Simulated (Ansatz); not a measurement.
GeH$_{4}$Cl, doublet: a nudged elastic band.

Input (in.yaml):

```yaml
crystal:
  periodic: [false, false, false]
  atoms:
    - {symbol: H, position_ang: [-1.416023, 0.062727, 0.807452]}
    - {symbol: Cl, position_ang: [-2.609907, -0.408113, 0.746910]}
    - {symbol: Ge, position_ang: [1.335365, 0.220470, -0.371151]}
    - {symbol: H, position_ang: [0.499133, 0.755453, 0.813840]}
    - {symbol: H, position_ang: [0.727566, 0.678945, -1.706949]}
    - {symbol: H, position_ang: [1.463867, -1.309582, -0.290304]}
basis:
  gaussian: {orbitals: def2-SVP}
magnetization: {spin_polarized: true, initial_magnetization: 1}
hamiltonian: {xc: pbe, dispersion: d4}
neb:
  images: 3
  climbing: true
  max_iterations: 25
  initial_path: idpp
  optimiser: lbfgs
  final_atoms:
    - {symbol: H, position_ang: [0.451252, 0.024900, 1.416289]}
    - {symbol: Cl, position_ang: [-2.450246, -0.006825, -1.204215]}
    - {symbol: Ge, position_ang: [1.227171, 0.281459, -0.491874]}
    - {symbol: H, position_ang: [0.413637, 0.794825, 1.307448]}
    - {symbol: H, position_ang: [-1.144233, 0.071561, -1.147765]}
    - {symbol: H, position_ang: [1.502420, -1.166020, 0.119918]}
```

Command:

```bash
ansatz run in.yaml --threads 4 --pin off --events-out ev --progress --plain --max-ram 9574MiB
```

The run's output (Ansatz 0.2.0):

```
Functional definition: PBE
  name "PBE"
  cite "Perdew, Burke & Ernzerhof, Phys. Rev. Lett. 77, 3865 (1996) doi:10.1103/PhysRevLett.77.3865"
  parent pbe
  parameter kappa = 0.804
  parameter beta = 0.06672455060314922
  exchange = pbe_x(kappa = kappa, mu = beta*pi^2/3)
  correlation = pbe_c(beta = beta)
778 factors; their error is unknown
mean field evaluation 1: about -69078.5970 eV, gradient 1.6e1 eV
mean field evaluation 2: about -69078.8383 eV, gradient 1.6e1 eV
mean field evaluation 4: about -69079.4337 eV, gradient 3.6e-1 eV
mean field evaluation 8: about -69079.3863 eV, gradient 9.5e-3 eV
mean field -69079.38632225 eV, -2538.6206236530 hartree, gradient 3.1e-5 eV, S^2 0.751485; 0 other end points of the search recorded, 0 dependent functions left out
the calculation of the forces begins
reference -69079.38635380 eV, -2538.6206248124 hartree; 27, 26 occupied and 43, 44 virtual orbitals, 778 factors
778 factors; their error is unknown
mean field evaluation 16: about -69077.5969 eV, gradient 1.6e1 eV
mean field -69078.44954851 eV, -2538.5861978530 hartree, gradient 8.6e-5 eV, S^2 0.752570; 0 other end points of the search recorded, 0 dependent functions left out
the calculation of the forces begins
reference -69078.44957819 eV, -2538.5861989435 hartree; 27, 26 occupied and 43, 44 virtual orbitals, 778 factors
WARN: NEB end point (image 0): max|allowed force component| = 5.300e-1 eV/Å (the criterion of neb.relax_end_points is 1.000e-2). That is over neb.f_tol: it is no minimum, so the barrier can be far off. Relax it first
WARN: NEB end point (image 4): max|allowed force component| = 6.920e-1 eV/Å (the criterion of neb.relax_end_points is 1.000e-2). That is over neb.f_tol: it is no minimum, so the barrier can be far off. Relax it first
778 factors; their error is unknown
mean field evaluation 32: about -69074.6496 eV, gradient 1.5e1 eV
mean field -69077.09176466 eV, -2538.5363002167 hartree, gradient 1.8e-5 eV, S^2 0.753458; 2 other end points of the search recorded, 0 dependent functions left out
the calculation of the forces begins
reference -69077.09179572 eV, -2538.5363013580 hartree; 27, 26 occupied and 43, 44 virtual orbitals, 778 factors
778 factors; their error is unknown
mean field evaluation 64: about -69075.3713 eV, gradient 5.2e0 eV
mean field evaluation 96: about -69075.0108 eV, gradient 5.5e0 eV
mean field -69075.59361114 eV, -2538.4812440905 hartree, gradient 7.9e-6 eV, S^2 0.758229; 8 other end points of the search recorded, 0 dependent functions left out
the calculation of the forces begins
reference -69075.59364145 eV, -2538.4812452044 hartree; 27, 26 occupied and 43, 44 virtual orbitals, 778 factors
778 factors; their error is unknown
mean field evaluation 128: about -68981.3035 eV, gradient 8.7e1 eV
mean field evaluation 160: about -69075.5835 eV, gradient 2.3e0 eV
mean field -69076.45750808 eV, -2538.5129917174 hartree, gradient 7.4e-5 eV, S^2 0.754388; 3 other end points of the search recorded, 0 dependent functions left out
the calculation of the forces begins
reference -69076.45753800 eV, -2538.5129928171 hartree; 27, 26 occupied and 43, 44 virtual orbitals, 778 factors
NEB iter   1: max|band force component| = 3.213e0 eV/Å  barrier→ = 3.7588 eV  barrier← = 2.8377 eV  Δτ_max = 0.0479 Å  (352 SCF iters)
NEB iter   2: max|band force component| = 3.270e0 eV/Å  barrier→ = 3.4581 eV  barrier← = 2.5370 eV  Δτ_max = 0.0488 Å  (111 SCF iters)
NEB iter   3: max|band force component| = 3.257e0 eV/Å  barrier→ = 3.1760 eV  barrier← = 2.2549 eV  Δτ_max = 0.2000 Å  (106 SCF iters)
NEB iter   4: max|band force component| = 2.501e0 eV/Å  barrier→ = 2.2235 eV  barrier← = 1.3024 eV  Δτ_max = 0.2000 Å  (104 SCF iters)
NEB iter   5: max|band force component| = 1.284e0 eV/Å  barrier→ = 1.7847 eV  barrier← = 0.8636 eV  Δτ_max = 0.1124 Å  (100 SCF iters)
NEB iter   6: max|band force component| = 1.657e0 eV/Å  barrier→ = 1.6257 eV  barrier← = 0.7046 eV  Δτ_max = 0.0241 Å  (92 SCF iters)
NEB iter   7: max|band force component| = 1.306e0 eV/Å  barrier→ = 1.5910 eV  barrier← = 0.6699 eV  Δτ_max = 0.1212 Å  (93 SCF iters)
NEB iter   8: max|band force component| = 8.676e-1 eV/Å  barrier→ = 1.4546 eV  barrier← = 0.5335 eV  Δτ_max = 0.0840 Å  (91 SCF iters)
NEB iter   9: max|band force component| = 8.939e-1 eV/Å  barrier→ = 1.3270 eV  barrier← = 0.4059 eV  Δτ_max = 0.0134 Å  (86 SCF iters)
NEB iter  10: max|band force component| = 8.967e-1 eV/Å  barrier→ = 1.3058 eV  barrier← = 0.3847 eV  Δτ_max = 0.0133 Å  (86 SCF iters)
NEB iter  11: max|band force component| = 8.952e-1 eV/Å  barrier→ = 1.2860 eV  barrier← = 0.3649 eV  Δτ_max = 0.1894 Å  (79 SCF iters)
NEB iter  12: max|band force component| = 1.094e0 eV/Å  barrier→ = 1.0568 eV  barrier← = 0.1357 eV  Δτ_max = 0.0213 Å  (84 SCF iters)
NEB iter  13: max|band force component| = 5.313e-1 eV/Å  barrier→ = 1.0488 eV  barrier← = 0.1277 eV  Δτ_max = 0.0172 Å  (86 SCF iters)
NEB iter  14: max|band force component| = 8.512e-1 eV/Å  barrier→ = 1.0408 eV  barrier← = 0.1197 eV  CI = image 2  Δτ_max = 0.0134 Å  (86 SCF iters)
NEB iter  15: max|band force component| = 8.083e-1 eV/Å  barrier→ = 1.0505 eV  barrier← = 0.1294 eV  CI = image 2  Δτ_max = 0.2000 Å  (76 SCF iters)
NEB iter  16: max|band force component| = 7.658e-1 eV/Å  barrier→ = 1.2304 eV  barrier← = 0.3093 eV  CI = image 2  Δτ_max = 0.0961 Å  (88 SCF iters)
NEB iter  17: max|band force component| = 8.160e-1 eV/Å  barrier→ = 1.2463 eV  barrier← = 0.3252 eV  CI = image 2  Δτ_max = 0.0175 Å  (83 SCF iters)
NEB iter  18: max|band force component| = 5.945e-1 eV/Å  barrier→ = 1.2215 eV  barrier← = 0.3004 eV  CI = image 2  Δτ_max = 0.0594 Å  (83 SCF iters)
NEB iter  19: max|band force component| = 3.280e-1 eV/Å  barrier→ = 1.1830 eV  barrier← = 0.2619 eV  CI = image 2  Δτ_max = 0.0267 Å  (83 SCF iters)
NEB iter  20: max|band force component| = 1.569e-1 eV/Å  barrier→ = 1.1700 eV  barrier← = 0.2489 eV  CI = image 2  Δτ_max = 0.0090 Å  (86 SCF iters)
NEB iter  21: max|band force component| = 1.368e-1 eV/Å  barrier→ = 1.1678 eV  barrier← = 0.2467 eV  CI = image 2  Δτ_max = 0.0110 Å  (80 SCF iters)
NEB iter  22: max|band force component| = 1.748e-1 eV/Å  barrier→ = 1.1662 eV  barrier← = 0.2451 eV  CI = image 2  Δτ_max = 0.0033 Å  (80 SCF iters)
NEB iter  23: max|band force component| = 9.290e-2 eV/Å  barrier→ = 1.1659 eV  barrier← = 0.2448 eV  CI = image 2  Δτ_max = 0.0061 Å  (66 SCF iters)
NEB iter  24: max|band force component| = 9.596e-2 eV/Å  barrier→ = 1.1654 eV  barrier← = 0.2443 eV  CI = image 2  Δτ_max = 0.0015 Å  (71 SCF iters)
NEB iter  25: max|band force component| = 6.849e-2 eV/Å  barrier→ = 1.1653 eV  barrier← = 0.2442 eV  CI = image 2  Δτ_max = 0.0076 Å  (61 SCF iters)
Error: NEB band did not converge after 25 iterations: max|band force component| = 6.85e-2 eV/Å (threshold 5.0e-2); raise `neb.max_iterations` in a new run, which can start from the last band evaluated (`neb.initial_path`, with `crystal.atoms` and `neb.final_atoms` set to its first and last images), add images, or start from endpoints closer to local minima. Where this run's directory can be resumed (`checkpoint.write`), a resume goes on for up to `neb.max_iterations` more; to start a new run from the last band, take its images' positions from the `neb_iteration` event of iteration 25 (`data.images[].positions_ang`), in the event stream of the run that computed that iteration (not this run's, if it was resumed behind it). With `checkpoint.write`, `steps/00-neb/state/checkpoint.json` in the run directory holds the last saved band, under `neb.evaluated.images[].positions_ang` (a band under a hybrid functional on support functions is neither saved nor resumed: `neb.initial_path` says where its path is): check the last entry of `neb.iterations` there, which is earlier than 25 if that iteration was not saved or its write failed. If the band's step has no `state` directory and holds `state.next`, a write was cut short, and the file is under `state.next` instead (behind a loss of power it can be under `state.prev`)
a run's events are kept only if it was started with --events-out <file>, and are in that file

[the SCF lines of later steps are left out]
```

The lines “mean field evaluation” count trial sets of orbitals through the whole run, from several starts and some on an approximate energy, so they need not fall steadily or lie above the final value.

Hardware: 4 CPU threads of an Arm Neoverse N1, shared host. Wall time about 82 s.


The run did not converge within its limit.